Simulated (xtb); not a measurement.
ethylenediamine (C$_{2}$H$_{8}$N$_{2}$), singlet, geometry from GFN2-xTB. Base run: xtb with GFN2-xTB.

Input for xtb:
```
$ xtb mol.xyz --gfn 2 --json

# file mol.xyz
12

N      1.80389178     0.38626777    -0.22442841
C      0.55694421     0.17700189     0.49221348
C     -0.55492179    -0.18446869    -0.49175578
N     -1.75934788    -0.55072401     0.23450925
H      2.55231782     0.59994733     0.42532920
H      1.71475544     1.17096056    -0.86238442
H      0.23886758     1.05364064     1.08495630
H      0.69696335    -0.65910161     1.18080159
H     -0.23414157    -1.04963774    -1.07605929
H     -0.70278446     0.65914184    -1.18994644
H     -2.49325710    -0.81799969    -0.41196303
H     -2.09666295     0.23904307     0.77595401
```

Each row names what was changed in the base input (with any setting that the change needs).

```tsv
change	ΔE vs base (mEh)	HOMO-LUMO gap (eV)	dipole (D)	SCF cycles
base	0.000	10.50	2.33	8
etemp = 3000	0.000	10.50	2.33	8
alpb = water	-7.394	10.53	2.44	9
etemp = 10000	-0.472	10.51	2.33	9
acc = 0.0001	0.000	10.50	2.33	14
```

ALPB and GBSA are two models with their own fitted parameters for each solvent, which aren't always the measured dielectric constant.
